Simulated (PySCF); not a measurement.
Solvent effects on NMR parameters

Numbering as in the mapped SMILES `[F:1][CH2:2][C@H:3]1[CH2:4][CH2:5]/[C:6]1=[CH:7]\[Cl:8]`. Each H is labelled by its parent atom. Ha(C4), Ha(C5) are cis to C2 on the ring; Ha(C2) is pro-R; Hb(C2) is pro-S; Hb(C4), Hb(C5) are trans to C2 on the ring.

GIAO PBE0/pcSseg-1 in PySCF on one PBE0-D3(BJ)/def2-SVP conformer, non-relativistic, equivalent nuclei averaged. Solvents enter as an IEF-PCM continuum (benzene with ε = 2.3, acetone with ε = 20.5) around the gas-phase geometry. Shifts are referred to CFCl3, TMS computed in the same medium.

In benzene, δ in ppm: F1 -241.5, C6 154.3, C7 123.6, C2 87.8, C3 43.8, C5 27.8, C4 18.7, H(C7) 6.22, Ha(C2) 4.54, Hb(C2) 4.19, H(C3) 3.42, Hb(C5) 2.73, Ha(C5) 2.65, Hb(C4) 1.90. Dipole moment 3.37 D.

Task: How does each δ change in the more polar medium?

Result: 
| atoms | environment | Δδ, acetone |
| --- | --- | --- |
| F1 | fluorine on an sp3 carbon | -2.1 |
| C6 | fully substituted alkene carbon | +3.6 |
| C7 | alkene CH | -2.0 |
| C2 | sp3 CH2 bonded to F | +0.8 |
| C3 | allylic sp3 CH | +0.7 |
| C5 | allylic sp3 CH2 | +0.5 |
| C4 | sp3 CH2 in a ring | +0.3 |
| H(C7) | hydrogen on an alkene CH | -0.05 |
| Ha(C2) | hydrogen on an sp3 CH2 bonded to F | +0.12 |
| Hb(C2) | hydrogen on an sp3 CH2 bonded to F | +0.10 |
| H(C3) | hydrogen on an allylic sp3 CH | +0.07 |
| Hb(C5) | hydrogen on an allylic sp3 CH2 | +0.03 |
| Ha(C5) | hydrogen on an allylic sp3 CH2 | 0.00 |
| Hb(C4) | hydrogen on an sp3 CH2 in a ring | +0.08 |

Changes are relative to benzene. The dipole moment becomes 3.88 D in acetone.

Task: Which nuclei move most (in ppm), and what does the model miss?

Result: C6 (fully substituted alkene carbon, +3.6 ppm) in acetone. A continuum only polarises the solute; specific hydrogen bonds, the anisotropy of aromatic solvents and changes of geometry or conformer are outside it.
